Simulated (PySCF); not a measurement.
## TDDFT excited states: C3H10Ge2O

C3H10Ge2O.
SMILES: `[GeH3][O]C1[CH2][GeH2][CH2]1`

The calculation used TDDFT PBE0/def2-SVPD, vertical, gas phase, core orbitals frozen in the response (PySCF 2.14.0, density-fitted response routines). Geometry: PBE0-D3(BJ)/def2-SVP, one conformer, isolated molecule. Relativistic effects, spin–orbit coupling among them, are left out although an element past zinc is present. Torsions of this conformer, `[GeH3:1][O:2][CH:3]1[CH2:4][GeH2:5][CH2:6]1`: Ge1–O2–C3–C4 173°.

Problem. Predict the UV-vis stick spectrum at this level.

Solution. 

| state | E (eV) | λ (nm) | ν̃ (cm⁻¹) | f | \|μ\| (D) | main configurations (H = HOMO, L = LUMO) |
| --- | --- | --- | --- | --- | --- | --- |
| S1 | 6.28 | 197.5 | 50630 | 0.0068 | 0.53 | H→L (94%) |
| S2 | 6.69 | 185.3 | 53970 | 0.024 | 0.98 | H→L+1 (95%) |
| S3 | 6.90 | 179.6 | 55680 | 0.024 | 0.95 | H→L+2 (84%) |
| S4 | 6.93 | 179.0 | 55860 | 0.0048 | 0.43 | H-1→L (84%) |
| S5 | 7.10 | 174.7 | 57240 | 0.046 | 1.31 | H→L+3 (55%), H-1→L+1 (34%) |
| S6 | 7.16 | 173.1 | 57770 | 0.156 | 2.40 | H-1→L+1 (44%), H→L+3 (27%), H-1→L+2 (11%) |
| S7 | 7.27 | 170.6 | 58610 | 0.0033 | 0.35 | H-1→L+2 (63%), H-1→L+3 (20%), H→L+3 (10%) |
| S8 | 7.35 | 168.6 | 59310 | 0.088 | 1.77 | H-2→L (82%) |
| S9 | 7.54 | 164.5 | 60790 | 0.0058 | 0.45 | H-2→L+1 (49%), H→L+4 (24%), H-1→L+3 (9%) |
| S10 | 7.58 | 163.5 | 61170 | 0.011 | 0.62 | H→L+4 (34%), H→L+5 (20%), H-2→L+1 (16%) |

Triplets, Tamm–Dancoff:

```tsv
state	E (eV)	λ (nm)	main configurations (H = HOMO, L = LUMO)
T1	5.96	208.1	H→L (86%)
T2	6.14	201.9	H→L+1 (29%), H-1→L+1 (21%), H-1→L+2 (18%)
T3	6.50	190.6	H→L+1 (39%), H-1→L+1 (22%), H-1→L (11%)
T4	6.61	187.6	H-1→L (42%), H→L+1 (19%), H→L+2 (17%)
```

The lowest singlet comes at 198 nm (606 kJ/mol) in the vacuum ultraviolet; it is weak; its leading configuration is HOMO→LUMO (94%). The most intense listed level is S6 at 7.16 eV (173 nm, f = 0.156), 0.89 eV above S1. Löwdin shares by element: HOMO oxygen 43%, carbon 29% or more, germanium 9% or more (atoms not listed hold the other 20%); LUMO germanium 37% or more, hydrogen 20% or more, oxygen 12% (atoms not listed hold the other 31%). Of the 10 states listed, 6 reach f = 0.01 and none stays under 0.0005. The oscillator strengths of these states sum to 0.370; summed over the whole spectrum of an exact calculation they would give the number of electrons, 100 (Thomas–Reiche–Kuhn). Orbital energies (eV): HOMO-3 -8.85, HOMO-2 -8.39, HOMO-1 -7.84, HOMO -7.48, LUMO 0.11, LUMO+1 0.22, LUMO+2 0.47. The vertical ionisation energy (ΔSCF) is 9.23 eV, 1.64 eV above S10. Singlets were solved by full linear response, triplets in the Tamm–Dancoff approximation.

Hardware: one thread of an Intel Xeon at 2.50 GHz, shared host with 64 logical CPUs at a one-minute load of 60. Cost: 12 min, 1.0 GiB resident at most.

Without π bonds the low states are Rydberg-like; a valence basis with one diffuse set may place them up to an eV too high.
